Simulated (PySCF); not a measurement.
Compound: C9H8O2.
Geometry (PBE0-D3(BJ)/def2-SVP, Å), atoms numbered from 1 in this order:
```xyz
19
C9H8O2 angstrom
C     -2.3944   -0.5895   -0.4779
C     -1.0969    0.0769   -0.1333
C     -1.1213    1.4403    0.1978
C      0.0310    2.1403    0.5285
C      1.2526    1.4776    0.5327
C      1.3269    0.1200    0.2113
C      2.7090   -0.4339    0.2596
O      3.0754   -1.5613    0.0451
C      0.1466   -0.5971   -0.1259
C      0.2266   -2.0476   -0.4611
O     -0.7288   -2.7225   -0.7717
H     -2.3733   -1.0094   -1.4936
H     -2.5976   -1.4448    0.1814
H     -3.2208    0.1312   -0.4032
H     -2.0834    1.9591    0.1923
H     -0.0238    3.2014    0.7817
H      2.1701    2.0148    0.7882
H      3.4587    0.3504    0.5398
H      1.2426   -2.4859   -0.4068
```

Level of theory: PBE0-D3(BJ)/def2-SVP geometry optimisation, gas phase (PySCF 2.14.0).

Masses are those of the commonest isotopes; rigid-rotor values at the optimised geometry. The values belong to one conformer with, in the numbering `[CH3:1][c:2]1[cH:3][cH:4][cH:5][c:6]([CH:7]=[O:8])[c:9]1[CH:10]=[O:11]`, C5–C6–C7–O8 179°, C6–C9–C10–O11 -179°.

Question: Give the principal moments of inertia and the rotational constants in MHz.

Answer: Ia = 356.02, Ib = 428.99, Ic = 781.93 u·Å²; 505379 MHz·u·Å²/I gives A = 1420, B = 1178, C = 646.3 MHz.

Question: Classify the top.

Answer: An asymmetric top: κ = (2 × 1178 − 1420 − 646.3)/(1420 − 646.3) ≈ 0.38.

Question: What does the inertial defect say?

Answer: Not planar: Δ = Ic − Ia − Ib = -3.08 u·Å². For a rigid frame Δ = −2 Σ m c², so Σ m c² = 1.54 u·Å² lies off the ab plane, practically all of it from hydrogen. The atom farthest from that plane is 0.88 Å away.

Question: Which types of transition are allowed, and where do some lines up to J = 4 fall?

Answer: The dipole components are |μa| = 1.52 D, |μb| = 4.45 D, |μc| = 0.00 D. Intensities carry the squares of the components, which stand as 0.12 : 1.00 : 0.00 (a : b : c). Some lines, for components of 0.1 D or more:

```
type  branch         J(Ka,Kc)    MHz  lower level (cm⁻¹)
   a       Q  2(2,0) ← 2(2,1)    356               0.250
   a       Q  1(1,0) ← 1(1,1)    532               0.069
   b       Q  3(2,1) ← 3(1,2)   1582               0.423
   b       Q  2(1,1) ← 2(0,2)   1661               0.171
   a       R  1(0,1) ← 0(0,0)   1824               0.000
   b       R  1(1,1) ← 0(0,0)   2066               0.000
   b       Q  3(3,1) ← 3(2,2)   2718               0.433
   a       Q  3(1,2) ← 3(1,3)   2998               0.323
   b       Q  4(4,1) ← 4(3,2)   3253               0.781
   b       Q  4(3,2) ← 4(2,3)   3454               0.666
   a       R  2(1,1) ← 1(1,0)   4180               0.087
   a       Q  4(1,3) ← 4(1,4)   4402               0.517
   a       R  3(1,3) ← 2(1,2)   4494               0.173
   a       R  3(0,3) ← 2(0,2)   4548               0.171
   a       R  3(2,2) ← 2(2,1)   5473               0.250
   b       R  4(0,4) ← 3(1,3)   5806               0.323
   a       R  4(1,4) ← 3(1,3)   5808               0.323
   a       R  3(1,2) ← 2(1,1)   5897               0.226
   a       R  4(1,3) ← 3(1,2)   7211               0.423
   a       R  4(3,2) ← 3(3,1)   7724               0.523
   a       R  4(2,2) ← 3(2,1)   8381               0.476
   b       R  4(4,0) ← 3(3,1)  11064               0.523
   b       R  4(3,1) ← 3(2,2)  11358               0.433
   b       R  4(2,2) ← 3(1,3)  12961               0.323
```

Not checked by PBE0-D3(BJ)/def2-SVP frequencies. Zero-point vibration and centrifugal distortion are left out. A rigid rotor knows nothing of internal rotation, which can split or shift real lines.
